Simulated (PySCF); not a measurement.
# Computed vibrations of [DyBr2]+

[DyBr2]+ (singlet in the valence; each metal's 4f electrons, 9 of them, lie in its core potential, out of spins and levels). PySCF 2.14.0, RKS PBE0, Dy lcecp-1-SVP with ECP55, Br def2-SVP; non-relativistic Hamiltonian with scalar-relativistic core potentials where named; density fitting; no spin-orbit coupling. Central differences of gradients.

```xyz
3

Dy    0.0000    0.0000   -0.7022
Br    2.0754    0.0000    0.7293
Br   -2.0754    0.0000    0.7293
```

Run from Python with OMP_NUM_THREADS=2. Where DIIS fails, smearing, a level shift and second-order steps follow.
It took 34 s on 2 threads of Intel(R) Xeon(R) Platinum 8259CL CPU @ 2.50GHz (Skylake/Cascade Lake), on a shared host.

What are the harmonic wavenumbers and infrared intensities?

Modes are labelled in C2v; negative numbers are unstable modes, those under 60 cm⁻¹ near the noise; a finer grid moves soft modes by up to 10 cm⁻¹.
```tsv
cm⁻¹	km/mol	symmetry
50	3.0	a1
263	13.5	a1
278	61.8	b2
```

Is this a minimum?

Yes, within the noise of the softest modes. Ideal gas at 298.15 K and 1 bar: S = 348.4 J/(mol K), Cp = 56.0 J/(mol K), H − H(0 K) = 14.5 kJ/mol (rigid rotor, harmonic modes, spin degeneracy alone, that of the 4f electrons in the core included; the modes under 60 cm⁻¹ make these uncertain).

An lcecp potential fixes the number of 4f electrons, so in runs with it no electron can move into or out of that shell.
